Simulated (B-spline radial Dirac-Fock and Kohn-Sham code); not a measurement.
**Two-hole binding energies of Ir**

System: the free iridium atom, configuration [Xe] 4f14 5d7 6s2.

The run's input, task.json:

```json
{"items": [{
  "Z": 77,
  "q": 0,
  "cfg": [[1, 0, 2], [2, 0, 2], [2, 1, 6], [3, 0, 2], [3, 1, 6], [3, 2, 10], [4, 0, 2], [4, 1, 6], [4, 2, 10], [4, 3, 14], [5, 0, 2], [5, 1, 6], [5, 2, 7], [6, 0, 2]],
  "A": 193,
  "rrms": 5.4032,
  "do": ["binding", "quiet", "double"]
}]}
```

Launch: `python xray_run.py task.json out`

Model: Dirac-Fock ΔSCF + Breit + QED. Program: a radial finite-basis atomic code. U is the two-hole binding energy less the two single-hole energies, the effective repulsion of the holes after relaxation. Each two-hole energy is an average over J within one jj subconfiguration.

| holes | E(a) (eV) | E(b) (eV) | E(ab) (eV) | U (eV) |
| --- | --- | --- | --- | --- |
| 1s⁻² | 76118.1 | 76118.1 | ? | ? |
| 1s⁻¹ 2p3/2⁻¹ | 76118.1 | 11226.5 | 87694.1 | 349.5 |
| 1s⁻¹ 3d5/2⁻¹ | 76118.1 | 2052.3 | 78267.7 | 97.3 |
| 2s⁻¹ 2p1/2⁻¹ | 13437.0 | 12835.7 | 26492.5 | 219.8 |
| 2s⁻¹ 3p1/2⁻¹ | 13437.0 | 2923.9 | 16455.6 | 94.8 |
| 2p1/2⁻¹ 3s⁻¹ | 12835.7 | 3190.6 | 16116.6 | 90.4 |
| 2s⁻¹ 3p3/2⁻¹ | 13437.0 | 2567.4 | 16090.5 | 86.1 |
| 2p1/2⁻¹ 3d5/2⁻¹ | 12835.7 | 2052.3 | 14985.8 | 97.9 |
| 2p3/2⁻¹ 3d5/2⁻¹ | 11226.5 | 2052.3 | 13372.4 | 93.6 |
| 3p1/2⁻² | 2923.9 | 2923.9 | 5918.9 | 71.1 |
| 3p1/2⁻¹ 3p3/2⁻¹ | 2923.9 | 2567.4 | 5552.0 | 60.7 |
| 4f5/2⁻² | 72.75 | 72.75 | 169.5 | 24.0 |
| 4f5/2⁻¹ 4f7/2⁻¹ | 72.75 | 69.76 | 167.2 | 24.7 |
| 4f7/2⁻² | 69.76 | 69.76 | 163.5 | 24.0 |

Q: Give the missing two-hole energy and U.

A: E(ab) = 153714.3 eV and U = 1478.2 eV.

Values without a named source are computed, but for edge energies of neutral atoms, which are taken from tables.
